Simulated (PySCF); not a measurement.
`InChI=1S/C2H6BP/c3-4-1-2-4/h1-2,4H,3H3`

Geometry:
```json
{"atom": "B1", "x (Å)": "-1.687", "y (Å)": "0.005", "z (Å)": "0.342"}
{"atom": "P2", "x (Å)": "0.093", "y (Å)": "-0.494", "z (Å)": "-0.135"}
{"atom": "C3", "x (Å)": "1.394", "y (Å)": "0.497", "z (Å)": "-0.862"}
{"atom": "C4", "x (Å)": "1.648", "y (Å)": "0.213", "z (Å)": "0.397"}
{"atom": "H5", "x (Å)": "-2.332", "y (Å)": "-0.283", "z (Å)": "-0.656"}
{"atom": "H6", "x (Å)": "-1.926", "y (Å)": "-0.721", "z (Å)": "1.297"}
{"atom": "H7", "x (Å)": "-1.625", "y (Å)": "1.196", "z (Å)": "0.597"}
{"atom": "H8", "x (Å)": "0.341", "y (Å)": "-1.850", "z (Å)": "-0.490"}
{"atom": "H9", "x (Å)": "1.756", "y (Å)": "1.054", "z (Å)": "-1.727"}
{"atom": "H10", "x (Å)": "2.350", "y (Å)": "0.391", "z (Å)": "1.212"}
```

The calculation used GIAO wB97X-D/pcSseg-1 magnetisability, rotational g tensor and spin-rotation constants, non-relativistic, gas phase (PySCF). Geometry: PBE0-D3(BJ)/def2-SVP.

**Question.** Give the nuclear spin-rotation constants along the inertial axes (H = +C I·J) beside the isotropic shieldings.

**Answer.** Rotational constants 15.9712, 4.1311, 4.0377 GHz. A star marks the isotopologue with that one atom substituted, in its own axes.
| atom | isotope | Caa (kHz) | Cbb (kHz) | Ccc (kHz) | mean (kHz) | σ (ppm) |
| --- | --- | --- | --- | --- | --- | --- |
| B1 | 11B | 1.942 | 0.537 | 0.344 | 0.941 | 146.9 |
| P2 | 31P | 20.553 | 6.848 | 1.737 | 9.713 | 504.2 |
| H5 | 1H | -0.923 | -0.094 | -0.337 | -0.451 | 29.8 |
| H6 | 1H | -0.934 | -0.096 | -0.331 | -0.454 | 29.8 |
| H7 | 1H | -1.344 | -0.432 | 0.022 | -0.585 | 30.9 |
| H8 | 1H | -1.547 | -0.364 | 0.101 | -0.604 | 27.4 |
| H9 | 1H | -0.421 | 0.110 | -0.362 | -0.225 | 23.0 |
| H10 | 1H | -0.430 | 0.122 | -0.372 | -0.227 | 23.0 |
| C3 | 13C* | 7.363 | 1.417 | 0.661 | 3.147 | 47.0 |

For the geometry as given, no vibrational averaging.

**Question.** How do the rotational constants and the g tensor change when H5, H6, H7, H8, H9, H10 are replaced by deuterium?

**Answer.** Constants 11.2349, 3.3409, 3.2722 GHz; g -0.0584, -0.0434, -0.0027, against -0.0842, -0.0543, -0.0038 before.
